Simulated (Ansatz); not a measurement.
Geometry optimisation, Ansatz 0.2.0, RKS PBE0-D4/def2-SVP.

The input (input.yaml):

```yaml
crystal:
  periodic: [false, false, false]
  atoms:
    - { symbol: C, position_ang: [-0.3362, -1.1614, -1.1645] }
    - { symbol: O, position_ang: [-1.1398, -0.0396, -0.6867] }
    - { symbol: Ge, position_ang: [-0.127, 0.909, 0.4292] }
    - { symbol: "N", position_ang: [0.3871, -0.1021, 1.9473] }
    - { symbol: O, position_ang: [1.4223, 1.3899, -0.3934] }
    - { symbol: Cl, position_ang: [-1.1668, 2.698, 1.0641] }
    - { symbol: H, position_ang: [0.5364, -0.7638, -1.7333] }
    - { symbol: H, position_ang: [-0.9772, -1.6738, -1.8916] }
    - { symbol: H, position_ang: [-0.0882, -1.7913, -0.3146] }
    - { symbol: H, position_ang: [0.9999, -0.841, 1.6751] }
    - { symbol: H, position_ang: [-0.5735, -0.6109, 2.2444] }
    - { symbol: H, position_ang: [1.1398, 1.9318, -1.1421] }
basis:
  gaussian: { orbitals: def2-SVP }
hamiltonian:
  xc: pbe0
  dispersion: d4
relax:
  f_tol: 0.015
  max_steps: 40
```

Launched with:

```bash
$ ansatz run input.yaml --threads 2 --pin off --max-ram 3072MiB --backend cpu --events-out ev --progress --plain --runs-dir out
```

Q: Where does it end, and by what steps?

A: The run converged. After 32 steps the energy has fallen by 0.670 eV; H10 moved furthest, 1.09 Å.

```
step  energy less start (eV)  largest force component (eV/Å)  accepted
   0                  0.0000                           4.144       yes
   2                 -0.5471                           0.770       yes
   4                 -0.5860                           0.231       yes
   6                 -0.5963                           0.106       yes
   8                 -0.5986                           0.048       yes
  10                 -0.6013                           0.178       yes
  12                 -0.6048                           0.203       yes
  14                 -0.6076                           0.152       yes
  16                 -0.6083                           0.019       yes
  18                 -0.6086                           0.023       yes
  20                 -0.6087                           0.020       yes
  22                 -0.5974                           0.963        no
  24                 -0.6107                           0.282       yes
  26                 -0.5301                           2.970        no
  28                 -0.6673                           0.151       yes
  30                 -0.6692                           0.035       yes
  32                 -0.6697                           0.009       yes
```

```xyz
12
Properties=species:S:1:pos:R:3
C -0.528 -1.231 -1.361
O -1.011 -0.039 -0.784
Ge -0.034 0.802 0.411
N 0.407 -0.315 1.752
O 1.506 1.375 -0.218
Cl -1.259 2.497 0.919
H 0.295 -1.039 -2.072
H -1.356 -1.700 -1.913
H -0.165 -1.946 -0.602
H 1.173 0.009 2.335
H -0.363 -0.634 2.331
H 1.412 2.165 -0.763
```

Whether the end is a true minimum wasn't checked by a vibrational analysis.

Run time: 2.5 min on 2 threads of Intel(R) Xeon(R) Platinum 8488C (Sapphire Rapids), on a shared host, peak memory 0.41 GiB.
